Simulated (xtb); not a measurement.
xtb input:

```bash
xtb mol.xyz --gfn 2 --sp --chrg -1 --uhf 0
```
mol.xyz:
```
5

N     -1.15644893     0.10559007     0.10949204
C      0.14327585     0.27480002    -0.02643780
O      1.03921952    -0.59683604    -0.07594837
H     -1.57929984     1.03526068     0.10968394
H      0.50103112     1.35149704    -0.10991451
```

Q: What final total energy does it print?

A: -10.32033 Eh (GFN2-xTB).

It need not be the lowest isomer of its formula. Whether it binds its extra electron was not tested at this geometry.
